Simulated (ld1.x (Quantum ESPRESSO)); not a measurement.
**Cutoff test, C (Z = 6), PAW**

```
Element                 : carbon (C)
Generator               : ld1.x (Quantum ESPRESSO) 7.5
Type                    : PAW
Functional              : PBE
Relativity              : scalar-relativistic
Frozen core             : [He]
Valence charge          : 4
Reference configuration : 2s2 2p2
Partial waves           : 2s (bound): rcut 1.35, rcutus 1.40 bohr; 2s channel at 4.05 Ry: rcut 1.35, rcutus 1.40 bohr; 2p (bound): rcut 1.10, rcutus 1.45 bohr; 2p channel at 1.5 Ry: rcut 1.10, rcutus 1.45 bohr
Local potential         : all-electron potential smoothed inside 1.30 bohr (lloc = -1)
Core correction         : Bessel-smoothed model core inside 1.45 bohr
Augmentation charge     : GAUSS, radius 1.05 bohr
```

The pseudo-atom Hamiltonian at the reference potential is diagonalised in spherical Bessel functions j_l(qr) that vanish at 20 bohr, with q² up to the cutoff. All-electron valence levels (Ry): 2s -1.0107, 2p -0.3885.

**Question.** How do the lowest levels (Ry) of each channel move with the cutoff, and are there ghosts?

**Answer.**

```tsv
cutoff (Ry)	s #1	s #2	p #1	d #1	d #2	f #1	f #2	Σ f·Δε (mRy)
8	-1.0065	-0.0143	-0.2088	0.0727	0.1712	0.1172	0.2522	368.0
10	-1.0092	-0.0144	-0.2569	0.0727	0.1712	0.1172	0.2522	266.4
15	-1.0104	-0.0144	-0.3423	0.0727	0.1712	0.1172	0.2522	93.4
18	-1.0105	-0.0144	-0.3610	0.0727	0.1711	0.1172	0.2522	55.6
25	-1.0106	-0.0144	-0.3835	0.0727	0.1711	0.1172	0.2522	10.5
30	-1.0107	-0.0144	-0.3874	0.0727	0.1711	0.1172	0.2522	2.5
40	-1.0107	-0.0144	-0.3884	0.0727	0.1711	0.1172	0.2522	0.3
45	-1.0107	-0.0144	-0.3884	0.0727	0.1711	0.1172	0.2522	0.3
400	-1.0108	-0.0144	-0.3886	0.0727	0.1711	0.1172	0.2522	0.0
```

Result: no extra level below or beside the all-electron valence levels (s, p, d, f tested); 10 mRy is reached at 30 Ry and 1 mRy at 35 Ry.

Test run stopped at test 1 of 7 (negative rho).
